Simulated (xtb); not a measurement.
Cl$_{4}$Ti, charge +1, doublet, at a GFN2-xTB geometry (such geometries of metal compounds can be far from the true shape) (the multiplicity is a formal guess); GFN0-xTB (xtb).

xtb was given this input:
```
$ xtb mol.xyz --gfn 0 --chrg 1 --uhf 1 --acc 0.1 --json

# file mol.xyz
5

Ti     0.00000000    -0.00000000    -0.00000000
Cl     1.69747891    -0.53617898    -1.16148900
Cl     0.61687574     0.47973787     1.97668792
Cl    -0.95238075     1.68724787    -0.87415377
Cl    -1.36197391    -1.63080675     0.05895485
```

The log (banner, timings and long lists left out):

```
   ID    Z sym.   atoms
    1   22 Ti     1
    2   17 Cl     2-5

           -------------------------------------------------
          |                Calculation Setup                |
           -------------------------------------------------

           -------------------------------------------------
          |                 G F N 0 - x T B                 |
           -------------------------------------------------

          ...................................................
          :                      SETUP                      :
          :.................................................:
          :  # basis functions                  50          :
          :  # atomic orbitals                  45          :
          :  # shells                           15          :
          :  # electrons                        31          :
          :  electronic temp.          300.0000000     K    :
          :  accuracy                    0.1000000          :
          :  -> integral cutoff          0.3500000E+02      :
          :  -> integral neglect         0.1000000E-08      :
          ...................................................

         :::::::::::::::::::::::::::::::::::::::::::::::::::::
         ::                     SUMMARY                     ::
         :::::::::::::::::::::::::::::::::::::::::::::::::::::
         :: total energy             -17.165891440297 Eh    ::
         :: gradient norm              0.000846126814 Eh/a0 ::
         :: HOMO-LUMO gap              5.110173542883 eV    ::
         ::.................................................::
         :: H0 energy                -18.413315460212 Eh    ::
         :: repulsion energy           0.036832484890 Eh    ::
         :: electrostat energy         1.212677328553 Eh    ::
         :: -> Gsolv                   0.000000000000 Eh    ::
         ::    -> Gsasa                0.000000000000 Eh    ::
         ::    -> Gshift               0.000000000000 Eh    ::
         :: dispersion energy         -0.002085793528 Eh    ::
         :: short-range corr.          0.000000000000 Eh    ::
         :: add. restraining           0.000000000000 Eh    ::
         :: total charge               1.000000000000 e     ::
         :::::::::::::::::::::::::::::::::::::::::::::::::::::

           -------------------------------------------------
          |                Property Printout                |
[...]
        21                         -0.2266510              -6.1675
        22                         -0.0682468              -1.8571
        23                         -0.0672790              -1.8308
        24                         -0.0672790              -1.8308
        25                         -0.0672790              -1.8308
        26                         -0.0658201              -1.7911
        27                         -0.0658201              -1.7911
       ...                                ...                  ...
        45                          0.8710033              23.7012
      -------------------------------------------------------------
                  HL-Gap            0.1877954 Eh            5.1102 eV
             Fermi-level            0.0000000 Eh            0.0000 eV

     #   Z          covCN         q      C6AA      α(0)
     1  22 Ti       3.041     1.221   198.734    31.125
     2  17 Cl       0.761    -0.055    98.795    15.192
     3  17 Cl       0.761    -0.055    98.795    15.192
     4  17 Cl       0.761    -0.055    98.795    15.192
     5  17 Cl       0.761    -0.055    98.795    15.192

 Mol. C6AA /au·bohr⁶  :       2839.494676
 Mol. C8AA /au·bohr⁸  :     164098.433107
 Mol. α(0) /au        :         91.894123

Wiberg/Mayer (AO) data.
largest (>0.10) Wiberg bond orders for each atom

 ---------------------------------------------------------------------------
     #   Z sym  total        # sym  WBO       # sym  WBO       # sym  WBO
 ---------------------------------------------------------------------------
     1  22 Ti   2.900 --     3 Cl   0.725     2 Cl   0.725     5 Cl   0.725
                             4 Cl   0.725
     2  17 Cl   0.812 --     1 Ti   0.725
     3  17 Cl   0.812 --     1 Ti   0.725
     4  17 Cl   0.812 --     1 Ti   0.725
     5  17 Cl   0.812 --     1 Ti   0.725
 ---------------------------------------------------------------------------

Topologies differ in total number of bonds
Writing topology from bond orders to xtbtopo.mol

 dipole moment from electron density (au)
     X       Y       Z
   0.0000  -0.0000   0.0000  total (Debye):    0.000

           -------------------------------------------------
          | TOTAL ENERGY              -17.165891440297 Eh   |
          | GRADIENT NORM               0.000846126814 Eh/α |
          | HOMO-LUMO GAP               5.110173542883 eV   |
           -------------------------------------------------

normal termination of xtb
```
